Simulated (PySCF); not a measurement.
# [TbH2]+ at several levels of theory

Computed with PySCF 2.14.0 (density fitting, no spin-orbit coupling) at the geometry relaxed with PBE0:

```xyz
3
[TbH2]+ (singlet in the valence; each metal's 4f electrons, 8 of them, lie in its core potential, out of spins and levels)
Tb    0.0000    0.0000   -0.1912
H     1.5199    0.0000    0.9774
H    -1.5199    0.0000    0.9774
```

```
 level                                    basis    state  HOMO (eV)  gap (eV)  charge on Tb1 (e)  population of f-type functions on Tb1 (polarisation alone where 4f lies in the core)  dipole about the centre of mass (D)  largest force component (eV/Å)
  PBE0    Tb lcecp-1-SVP with ECP54, H def2-SVP  singlet     -12.76      4.96               1.23                                                                                  0.01                                 4.36                            0.00
revPBE                                 the same  singlet     -11.60      2.96               1.17                                                                                  0.01                                 4.00                            0.18
  PBE0  Tb lcecp-1-TZVP with ECP54, H def2-TZVP  singlet     -12.75      4.98               1.31                                                                                  0.02                                 4.44                            0.07
```

In the lcecp rows the 4f levels are missing from HOMO and gap, and the state counts the valence alone.

Charges are Mulliken's, which hang on the basis. The relaxation used the grid (50, 194), these runs (75, 302) or, all-electron (x2c bases, spin-free X2C Hamiltonian), (99, 590).

**Question.** What does BP86 with Tb lcecp-1-SVP with ECP54, H def2-SVP give here?

**Answer.** state singlet, HOMO (eV) -11.73, gap (eV) 3.18, charge on Tb1 (e) 1.17, population of f-type functions on Tb1 (polarisation alone where 4f lies in the core) 0.01, dipole about the centre of mass (D) 3.97, largest force component (eV/Å) 0.18. Time: 1 s on 2 threads of Arm Neoverse V1, with other jobs on the host, from an already converged density.

In the first row's basis the gap widens with exact exchange: 3.0 to 3.2 eV for revPBE, BP86 (none); 5.0 eV for PBE0 (a fixed share).

An lcecp potential fixes the number of 4f electrons, so in runs with it no electron can move into or out of that shell.
